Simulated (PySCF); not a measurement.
Compound: WSCl4 (singlet state).
Cartesian coordinates in Å at the PBE0-D3(BJ)/def2-SVP level; atoms count from 1:
```
atom  x, y, z in Å
W1     0.0001    0.0000    0.0354
S2     0.0038   -0.0102    2.1252
Cl3    2.2239    0.0063   -0.5443
Cl4   -0.0050    2.2277   -0.5296
Cl5   -2.2260   -0.0019   -0.5358
Cl6    0.0032   -2.2220   -0.5509
```

Jobs on this species (6 atoms, 158 electrons) with PySCF (density fitting). Hardware of each: one thread of an Arm Neoverse V1, no GPU (shared host). Times come from a shared host and carry two figures at best.

```tsv
level and settings	work	basis functions	SCF cycles	wall time
PBE0/def2-SVPD	10 singlets by full TDDFT, 4 Tamm–Dancoff triplets, polarisability	170	?	?
PBE0/pcSseg-1 (def2-TZVP on W)	shieldings, charges and field gradients	160	13	20 s
PBE0-D3(BJ)/def2-SVP, grid level 1	geometry optimisation from a GFN2-xTB start	122	43	60 s
wB97X-D/pcSseg-1 (def2-TZVP on W)	shieldings	160	16	28 s
```

Q: Fill in the missing figures.

A: 
- PBE0/def2-SVPD; 10 singlets by full TDDFT, 4 Tamm–Dancoff triplets, polarisability: 25 s, 13 SCF cycles

Q: What do all jobs in the table cost together?

A: About 2.2 min; the longest takes about 45 % of that, and about 3 times as long as the shortest.
